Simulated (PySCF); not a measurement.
**The halides of antimony, SbCl₃ to SbI₃**

Level: PBE0 in the def2-SVP basis family, computed in PySCF with density fitting; scalar-relativistic core potentials for atoms from Rb on, none lighter, no spin–orbit coupling; open shells unrestricted.

Each entry is the lowest minimum that a search over a few typed start shapes (and spin states, where more than one is plausible) found, or that minimum re-optimised at the stated level; isomers with ligand–ligand bonds, or fragments after loss of a ligand pair, can lie lower.

```json
{"molecule": "SbCl₃", "2S+1": "1", "point group": "C3v", "mean bond to Sb (Å)": "2.364", "gap (eV)": "6.54", "polar-tensor charge of Sb": "1.59", "atomisation (kJ/mol)": "921", "dipole (D)": "2.92"}
{"molecule": "SbBr₃", "2S+1": "1", "point group": "C3v", "mean bond to Sb (Å)": "2.519", "gap (eV)": "5.80", "polar-tensor charge of Sb": "1.48", "atomisation (kJ/mol)": "805", "dipole (D)": "2.44"}
{"molecule": "SbI₃", "2S+1": "1", "point group": "C3v", "mean bond to Sb (Å)": "2.736", "gap (eV)": "4.64", "polar-tensor charge of Sb": "1.31", "atomisation (kJ/mol)": "662", "dipole (D)": "1.76"}
```

The bond lengthens at every step; the largest change, 0.217 Å, falls between SbBr₃ and SbI₃ among the members listed.

Left out of the table are members whose search was unfinished or whose lowest solution was spin-contaminated, unstable, very soft or bonded differently.
